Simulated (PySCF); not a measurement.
**Electron correlation in Tc⁺ (technetium, charge +1)**

[Kr] 4d4 5s1 5p1, one real determinant (an excited configuration). All numbers are calculated (PySCF 2.14, a scalar-relativistic core potential, in aug-cc-pwCVDZ-PP with ECP28MDF). Frozen: 4s2 4p6; 6 electrons correlated.

```json
{"level": "CCSD", "correlation energy (mhartree)": "-66.91"}
{"level": "(T)", "correlation energy (mhartree)": "-0.89"}
{"level": "CCSD(T)", "correlation energy (mhartree)": "-67.80"}
```

Diagnostics: T1 = 0.018, D1 = 0.0603, largest double amplitude 0.049.

Is a single reference adequate?

Yes, within this model without spin-orbit coupling: T1 lies below 0.03 and no double amplitude reaches 0.07.

The reference is one real determinant that mixes LS terms of this configuration.
